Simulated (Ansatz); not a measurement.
Molecule: C3H8BrSi (charge 0, doublet). It need not be the lowest isomer of its formula. SMILES: C[Si](Br)([CH2])C
Geometry from a B3LYP-D3(BJ)/def2-TZVP (Ansatz, a program for electronic structure) optimisation:
```xyz
13

C     -0.4684     2.0249    -0.8848
Si    -0.0325     0.2439    -0.8286
C      1.6681    -0.0719    -1.5254
C     -1.3461    -0.8128    -1.6254
Br     0.0384    -0.3411     1.3687
H      0.2770     2.8100    -0.8218
H     -1.4950     2.3744    -0.8806
H      1.6924     0.1711    -2.5907
H      2.4163     0.5383    -1.0174
H      1.9471    -1.1197    -1.4049
H     -2.3219    -0.6264    -1.1746
H     -1.1150    -1.8725    -1.5065
H     -1.4135    -0.5924    -2.6938
```
Charge 0, spin multiplicity 2.

Parts of the frozen-core correlation energy in def2-QZVPP (Ansatz, hartree). Frozen orbitals: 22; correlated occupied orbitals by spin: 16 and 15; virtual: 532 and 533. Open shells are spin-unrestricted. Spin-orbit coupling is left out. No relativistic terms.

```tsv
term	value
reference (HF)	-2979.78037
MP2 opposite-spin	[?]
MP2 same-spin	[?]
CCSD correlation	[?]
(T)	-0.03730
T1 diagnostic	0.011
largest doubles amplitude	0.014
<S^2> of the reference	0.761
```

Problem. Fill in the missing entries.

Solution. 
- MP2 opposite-spin, value: -0.65809
- MP2 same-spin, value: -0.18091
- CCSD correlation, value: -0.89536
